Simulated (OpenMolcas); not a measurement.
# Cl⁵⁺: effect of the IPEA shift

```
Program             : OpenMolcas 26.06
Basis               : ANO-RCC-VQZP [6s5p3d2f1g]
Scalar Hamiltonian  : DKH2, point nucleus
Active space        : 2 electrons in 9 orbitals (RAS2 3s 3p; RAS3 3d, at most 2 electrons)
State averaging     : 2S+1 = 3 even, 3 roots; 2S+1 = 1 even, 7 roots; 2S+1 = 3 odd, 3 roots; 2S+1 = 1 odd, 3 roots
Spin-orbit coupling : RASSI with atomic mean-field integrals over the reference wave functions, term energies averaged over their components
```

Methods on the same reference wave functions:
A. RASSCF
B. MS-RASPT2, IPEA 0.25 Eh, imaginary shift 0.1 Eh (closed shells correlated: 2s 2p)
C. MS-RASPT2, IPEA 0.5 Eh, imaginary shift 0.1 Eh (closed shells correlated: 2s 2p)

Energies in cm⁻¹ above 3s² ¹S₀.

```json
{"Level": "3s² ¹S₀", "A": "0.0", "B": "0.0", "C": "0.0"}
{"Level": "3s 3p ³P°₀", "A": "96501", "B": "97564", "C": "97570"}
{"Level": "3s 3p ³P°₁", "A": "97006", "B": "98069", "C": "98075"}
{"Level": "3s 3p ³P°₂", "A": "98045", "B": "99108", "C": "99114"}
{"Level": "3s 3p ¹P°₁", "A": "151610", "B": "150564", "C": "150586"}
{"Level": "3p² ¹D₂", "A": "230864", "B": "231947", "C": "231956"}
{"Level": "3p² ³P₀", "A": "234689", "B": "235547", "C": "235568"}
{"Level": "3p² ³P₁", "A": "235238", "B": "236100", "C": "236120"}
{"Level": "3p² ³P₂", "A": "236329", "B": "237194", "C": "237215"}
```

Between B and C the level of the table that moves most is 3s 3p ¹P°₁, by 22 cm-1 (lowest in B, highest in C).

The lowest spin-free term lies below A's lowest term by 0.049 hartree in B, 0.049 hartree in C.

Active for correlation alone: 3d; no level in the range computed is led by a configuration that fills it, so any true level of that kind is missing. Some terms mix strongly with configurations of 3d, whose occupation reaches 0.19 (3p² ¹D). Only configurations of the active space appear. The table leaves out levels that lie high or whose names do not pair safely across all columns.

° marks odd parity.
